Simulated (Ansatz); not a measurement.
CH7Cl2NSi2 (SMILES CN([SiH3])[SiH](Cl)Cl), singlet, at a GFN2-xTB geometry; CASSCF(4,4)/STO-3G (Ansatz, a quantum-chemistry and plane-wave program).

Input for Ansatz:
Ansatz 0.2 input:
```yaml
crystal:
  periodic: [false, false, false]
  atoms:
    - {symbol: Si, position_ang: [-2.36582245, -0.96346550, 0.39053898]}
    - {symbol: N, position_ang: [-0.96680475, -0.24708015, -0.36677966]}
    - {symbol: C, position_ang: [-1.25745675, 0.71244367, -1.42327859]}
    - {symbol: Si, position_ang: [0.62891481, -0.29887596, 0.28619746]}
    - {symbol: Cl, position_ang: [1.94601390, -0.28055015, -1.23493071]}
    - {symbol: Cl, position_ang: [0.99664703, 1.29324274, 1.46933401]}
    - {symbol: H, position_ang: [-3.11974448, 0.05381614, 1.13069854]}
    - {symbol: H, position_ang: [-1.85826909, -1.99941031, 1.28144183]}
    - {symbol: H, position_ang: [-3.17543507, -1.50299305, -0.70283585]}
    - {symbol: H, position_ang: [-0.40777113, 0.81049106, -2.09747222]}
    - {symbol: H, position_ang: [-2.11682422, 0.37409087, -1.99984181]}
    - {symbol: H, position_ang: [-1.48769552, 1.69840087, -1.01119367]}
    - {symbol: H, position_ang: [0.76958410, -1.52248984, 1.04716584]}
basis:
  gaussian:
    orbitals: STO-3G
hamiltonian:
  xc: hf
magnetization: {spin_polarized: false}
correlation: {active_space: {window: {electrons: 4, orbitals: 4}}}
```

What the program printed (banner, timings and long lists left out):

```
Functional definition: HF
628 factors; integrals over basis functions are off by at most 3.4e-5 eV
mean field evaluation 1: about -42875.6185 eV, gradient 2.4e1 eV
mean field evaluation 2: about -42875.7836 eV, gradient 2.4e1 eV
mean field evaluation 4: about -42878.2887 eV, gradient 1.5e0 eV
mean field evaluation 8: about -42878.2987 eV, gradient 2.0e-2 eV
mean field -42878.29869114 eV, -1575.7484129446 hartree, gradient 2.9e-6 eV, S^2 0.000000; 0 other end points of the search recorded, 0 dependent functions left out
reference -42878.29869114 eV, -1575.7484129446 hartree; 41, 41 occupied and 12, 12 virtual orbitals, 628 factors
state -42879.08678944 eV, -1575.7773750230 hartree
Total energy: -42879.08678944 eV, -1575.7773750230 hartree
```
